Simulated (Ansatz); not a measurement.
`N#CCC(F)(F)F` and `FC(F)(F)C(Cl)Cl` differ in one atom or group.

Ansatz, PBE0-D4/def2-TZVP geometries, multiplicity 1. 

```json
{"property": "HOMO–LUMO gap (ωB97M-V/def2-TZVPP) / eV", "`N#CCC(F)(F)F`": "14.40"}
{"property": "HOMO energy (PBE/def2-TZVPP) / eV", "`N#CCC(F)(F)F`": "-8.67"}
{"property": "LUMO energy (PBE0/def2-TZVPP) / eV", "`N#CCC(F)(F)F`": "0.02"}
{"property": "HOMO energy (B3LYP/def2-TZVPP) / eV", "`N#CCC(F)(F)F`": "-9.84"}
{"property": "HOMO energy (PBE0/def2-TZVPP) / eV", "`N#CCC(F)(F)F`": "-10.09"}
{"property": "zero-point energy (PBE0-D4/def2-TZVP) / kJ/mol", "`N#CCC(F)(F)F`": "135.8"}
```

Q: Give the same properties after the change, and the shifts. (An estimate is asked.)

A: Computed: 
| property | `FC(F)(F)C(Cl)Cl` | shift |
| --- | --- | --- |
| HOMO–LUMO gap (ωB97M-V/def2-TZVPP) / eV | 13.39 | -1.01 |
| HOMO energy (PBE/def2-TZVPP) / eV | -7.81 | 0.86 |
| LUMO energy (PBE0/def2-TZVPP) / eV | -0.41 | -0.43 |
| HOMO energy (B3LYP/def2-TZVPP) / eV | -9.00 | 0.84 |
| HOMO energy (PBE0/def2-TZVPP) / eV | -9.28 | 0.81 |
| zero-point energy (PBE0-D4/def2-TZVP) / kJ/mol | 90.7 | -45.1 |

With PBE0 the HOMO rises by 0.81 eV and the LUMO falls by 0.43 eV, so the gap narrows by about 1.24 eV. PBE moves the HOMO by 0.86 eV and ωB97M-V by 0.89 eV. The zero-point energy changes by -45.1 kJ/mol with -3 modes.

B3LYP here is the variant with VWN-RPA as its local correlation; programs differ in this.
